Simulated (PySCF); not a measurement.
## Lu⁶²⁺: ionisation energy

Lu⁶²⁺ [He] 2s2 2p5 (2P) → Lu⁶³⁺ [He] 2s2 2p4 (3P), as a difference of total energies. Calculation: PySCF 2.14, in an uncontracted even-tempered set (19 s from 39 bohr⁻², ratio 2.2; 13 p from 51 bohr⁻², ratio 2.2; 5 d from 200 bohr⁻², ratio 2.4; 5 f from 300 bohr⁻², ratio 2.4; 4 g from 450 bohr⁻², ratio 2.4); the spin-free X2C one-electron Hamiltonian (Gaussian nucleus). Correlated levels: nothing frozen; virtual orbitals above 40 to 60 times the deepest correlated orbital energy dropped. The calculations carry no spin-orbit coupling.

```tsv
method	ionisation energy (eV)
UHF	14911.4
LDA	14905.3
PBE	14910.2
PBE0	14910.9
r2SCAN	14915.9
B97-3	14910.5
TPSS	14910.4
MP2 (all electrons)	14913.2
SCS-MP2 (all electrons)	14913.2
```

Spin-orbit coupling is strong in these open shells (close to jj coupling). The scalar numbers leave it out and a first-order estimate fails, so it can dominate the gap to the real levels.

For this ion Breit and QED terms and the two-electron picture change, all absent here, outweigh the differences among the correlated methods.

For comparison: 14542 ± 15 eV (theoretical estimate listed by NIST; NIST Atomic Spectra Database, ionization energies).
